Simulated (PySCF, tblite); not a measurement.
C4H15N3Si.
Structure used (GFN2-xTB), in Å, numbered top down from 1:
```
atom  x, y, z in Å
C1     3.313   -0.407    0.471
Si2    1.883   -0.460   -0.768
N3     0.479   -0.015    0.111
C4    -0.831    0.087   -0.485
C5    -1.646   -1.194   -0.245
N6    -1.751   -1.471    1.181
C7    -1.540    1.338    0.055
N8    -0.895    2.515   -0.501
H9     4.257   -0.549   -0.044
H10    3.230   -1.188    1.221
H11    3.362    0.546    0.989
H12    2.042    0.554   -1.818
H13    1.855   -1.789   -1.412
H14    0.391   -0.318    1.071
H15   -0.706    0.220   -1.563
H16   -2.622   -1.098   -0.747
H17   -1.106   -2.028   -0.702
H18   -2.174   -2.379    1.331
H19   -2.343   -0.780    1.629
H20   -2.587    1.344   -0.265
H21   -1.513    1.311    1.158
H22    0.107    2.433   -0.361
H23   -1.212    3.353   -0.025
```

Method used: PBE0/pcSseg-1 in PySCF (dipole) on a GFN2-xTB geometry, gas phase.

Masses are those of the commonest isotopes; rigid-rotor values at the optimised geometry. The values belong to one conformer with, in the numbering `[CH3:1][SiH2:2][NH:3][CH:4]([CH2:5][NH2:6])[CH2:7][NH2:8]`, C1–Si2–N3–C4 179°, Si2–N3–C4–C5 97°, N3–C4–C5–N6 57°, C4–C5–N6–H -172° and 69°, N3–C4–C7–N8 71°.

(1) What are A, B and C (MHz)?

(2) Classify the top.

(3) What does the inertial defect say?

(4) Give the other two planar moments, Paa and Pbb, and the rms extents of the mass along the axes.

(5) Which types of transition are allowed, and where do some lines up to J = 5 fall?

## Answers

(1) Ia = 257.20, Ib = 493.98, Ic = 649.57 u·Å²; 505379 MHz·u·Å²/I gives A = 1965, B = 1023, C = 778.0 MHz.

(2) An asymmetric top; Ray's κ = -0.587.

(3) Not planar: Δ = Ic − Ia − Ib = -101.61 u·Å². For a rigid frame Δ = −2 Σ m c², so Σ m c² = 50.81 u·Å² lies off the ab plane: 18.82 from hydrogen and 31.99 from heavier atoms. The atom farthest from that plane is 1.56 Å away.

(4) Paa = Σ m a² = (Ib + Ic − Ia)/2 = 443.18 and Pbb = Σ m b² = (Ia + Ic − Ib)/2 = 206.39 u·Å². With the mass M = 133.10 u, the rms extents √(P/M) along a, b and c are 1.82, 1.25, 0.62 Å.

(5) The dipole components are |μa| = 1.50 D, |μb| = 1.32 D, |μc| = 1.34 D. Intensities carry the squares of the components, which stand as 1.00 : 0.77 : 0.79 (a : b : c). Some lines, for components of 0.1 D or more:

| type | branch | J(Ka,Kc) | MHz | lower level (cm⁻¹) |
| --- | --- | --- | --- | --- |
| b | R | 5(3,2) ← 4(4,1) | 1842 | 1.170 |
| b | Q | 3(2,1) ← 3(1,2) | 2689 | 0.420 |
| b | Q | 4(3,2) ← 4(2,3) | 5451 | 0.742 |
| b | R | 3(1,3) ← 2(0,2) | 5750 | 0.179 |
| c | R | 2(2,0) ← 1(1,0) | 6715 | 0.100 |
| c | R | 3(2,2) ← 2(1,2) | 8964 | 0.203 |
| a | R | 5(3,2) ← 4(3,1) | 9198 | 0.925 |
| a | R | 5(1,4) ← 4(1,3) | 9386 | 0.673 |
| c | Q | 5(5,1) ← 5(4,1) | 9490 | 1.474 |
| a | R | 5(2,3) ← 4(2,2) | 9525 | 0.760 |
| b | R | 3(3,0) ← 2(2,1) | 10754 | 0.322 |
| b | R | 5(2,4) ← 4(1,3) | 10975 | 0.673 |
| c | R | 5(1,4) ← 4(0,4) | 12111 | 0.582 |
| c | R | 4(3,2) ← 3(2,2) | 12623 | 0.502 |
| b | R | 5(3,3) ← 4(2,2) | 13996 | 0.760 |
| c | R | 5(3,2) ← 4(2,2) | 14117 | 0.760 |
| b | R | 5(4,2) ← 4(3,1) | 16455 | 0.925 |
| b | R | 5(5,0) ← 4(4,1) | 18592 | 1.170 |

Its GFN2-xTB frequencies are all real (lowest 43 cm⁻¹). No vibrational averaging or centrifugal distortion is included, and the geometry carries the error of its method. A rigid rotor knows nothing of inversion at nitrogen or internal rotation, which can split or shift real lines. Quadrupole hyperfine structure (14N) is left out.

The run took 95 s wall (with the writing of density and orbital grids) on Arm Neoverse N1, one thread, shared host with 64 logical CPUs at a one-minute load of 58, and the process peaked at 1.0 GiB of memory. This is the PBE0/pcSseg-1 job that gave the dipole, with the shieldings it also computed.
